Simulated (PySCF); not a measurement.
**Multinuclear NMR of C6H10NOP**

Atom-mapped SMILES (the numbers label the heavy atoms): `[CH3:1][P:2]([CH3:3])(=[O:4])[n:5]1[cH:6][cH:7][cH:8][cH:9]1`; H(Xn) means a hydrogen on atom n.

One conformer, no solvent, fast rotation and ring inversion assumed for equivalent nuclei, relativity neglected. GFN2-xTB geometry; shielding tensors at PBE0/pcSseg-1 (GIAO); PySCF 2.14.0 with density-fitted response routines.

Question: Predict the ³¹P NMR data.

Answer: 
| atoms | environment | σ (ppm) | δ (ppm) |
| --- | --- | --- | --- |
| P2 | phosphorus bonded to 2 C, N, O | 307.3 | 15.5 |

Shieldings were converted by a linear fit to measured shifts: ³¹P: δ = 270.09 − 0.828σ (rms 18.1 ppm, 64 shifts vs H3PO4, solution or neat liquid). Occasional misses reach two or three times the rms, and more in compound classes unlike the fitted ones.

On a 400 MHz spectrometer ³¹P resonates near 161.9 MHz, so 1 ppm is 161.9 Hz.

Question: What are the ¹⁵N shifts?

Answer: 
| atoms | environment | σ (ppm) | δ (ppm) |
| --- | --- | --- | --- |
| N5 | pyrrole-type ring nitrogen | 71.2 | -213.7 |

Shieldings were converted by a linear fit to measured shifts: ¹⁵N (scatter 6.3 ppm rms vs CH3NO2, solution or neat liquid). Occasional misses reach two or three times the rms, and more in compound classes unlike the fitted ones.

On a 600 MHz spectrometer ¹⁵N resonates near 60.8 MHz, so 1 ppm is 60.8 Hz.

Question: Predict the ¹⁷O NMR data.

Answer: 
| atoms | environment | σ (ppm) | δ (ppm) |
| --- | --- | --- | --- |
| O4 | P=O oxygen | 217.5 | 68.6 |

Shieldings were converted by a linear fit to measured shifts: ¹⁷O: δ = 266.70 − 0.911σ (rms 10.7 ppm, 155 shifts, 12.2 ppm with the 3 outliers that the fit left out vs liquid water, solution or neat liquid). Occasional misses reach two or three times the rms, and more in compound classes unlike the fitted ones.

On a 500 MHz spectrometer ¹⁷O resonates near 67.8 MHz, so 1 ppm is 67.8 Hz.
